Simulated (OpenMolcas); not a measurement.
# Ir5+: moving or changing the point charges

Ir5+ among 6 point charges of -1.7 e arranged as an octahedron (Oh), 1.74 Å from the ion.

| Property | Result |
| --- | --- |
| Program | OpenMolcas 26.06 |
| Method | CASSCF |
| Basis | ANO-RCC-VDZP [7s6p4d2f] |
| Scalar Hamiltonian | DKH2, point nucleus |
| Active space | 4 electrons in 5 orbitals (5d) |
| State averaging | 2S+1 = 5 even, 5 roots; 2S+1 = 3 even, 45 roots; 2S+1 = 1 even, 50 roots |
| Spin-orbit coupling | RASSI with atomic mean-field integrals over the reference wave functions |

Runs around this geometry, states (labels of O, the rotations of Oh). Energies in cm-1 above the lowest state or level, χT in cm3 K/mol; 10Dq and B are least-squares fits to the states below 45000 cm-1, weighted by degeneracy, with a free offset, and given where the rms deviation is under 5 % of |10Dq| (or 100 cm-1) and under 700 cm-1.

```csv
R (Å),q (e),Ground state,First state of that spin,10Dq,B (rms of fit),First gap with spin-orbit (degeneracies),χT at 300 K,First state of another spin
1.86,-1.36,5E,5T2 7814,8093,938 (91),"5525 (1, 3)",0.058,3T1 14260
1.74,-1.7,5E,5T2 13441,13895,927 (184),"5709 (1, 3)",0.077,3T1 8914
1.96,-1.7,5E,5T2 7555,7839,938 (89),"5528 (1, 3)",0.058,3T1 14492
```

Taking |10Dq| as R^-n, n = -ln(7839 / 13895) / ln(1.96 / 1.74) = 4.8 between the shortest and longest distance. The point-charge formula for a cubic d site gives n = 5.

Spin-orbit coupling mixes the spin-free states strongly: the lowest level takes only 39 % from its leading state, 5E. Without dynamic correlation the repulsion within the d shell is too large (B by tens of per cent), so at a given field states of lower spin stand too high. This shell can be high or low spin here, a state of another spin lies low, and with metal d orbitals alone active their balance is uncertain, so the ground spin may be wrong. Point charges give a weaker field than real ligands, and real ions of this kind are as a rule low spin; the high spin found here belongs to the model. This field is weak: 10Dq is about 8093 cm-1, while octahedral complexes of 5d ions of charge 3 and more, computed by the same method with explicit ligands, had a median near 35000 cm-1. Ground spin and moment need not be those of a real site (figures for R = 1.86, q = -1.36; the like holds for R = 1.74, q = -1.7, R = 1.96, q = -1.7). This is an electrostatic model: the charges have no orbitals. No measured value stands beside these numbers.
